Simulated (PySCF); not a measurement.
Molecule: CH8N3Si, charge -1, multiplicity 1. It need not be the lowest isomer of its formula. Whether it binds its extra electron was not tested at this geometry. SMILES: [CH2-][Si](N)(N)N
Structure (B3LYP-D3(BJ)/def2-TZVP (Ansatz) minimum search):
```xyz
13

Si     0.1135    -0.0410    -0.0125
C      1.7949    -0.5280    -0.1809
N     -0.7359    -1.1662     1.0621
N     -1.1733     0.0134    -1.2838
N      0.0274     1.6537     0.4972
H      2.5323     0.1614    -0.5897
H      2.0807    -1.5747    -0.2677
H     -1.6799    -0.8900     1.3013
H     -0.2176    -1.3467     1.9108
H     -1.4267    -0.9312    -1.5554
H     -0.8265     0.4632    -2.1249
H      0.9185     2.0835     0.6955
H     -0.5667     2.2710    -0.0369
```
Charge -1, spin multiplicity 1.

Dispersion corrections to the total energy (kcal/mol) from the dftd3 and dftd4 libraries through PySCF: D3(BJ) without and D4 with the three-body term, each with the damping fitted for the functional named.

| functional | D3(BJ) | D4 |
|---|---|---|
| BLYP | -13.95 | -16.23 |
| revPBE | -16.30 | ? |
| B2GP-PLYP | -4.40 | -3.14 |
| HF | -50.01 | ? |
| CAM-B3LYP | ? | -6.31 |
| LC-wPBE | -6.28 | -8.21 |
| B2PLYP | -5.38 | -5.18 |

Problem. Complete the blanks.

Solution. 
- revPBE, D4: -22.77
- HF, D4: -25.78
- CAM-B3LYP, D3(BJ): -5.24
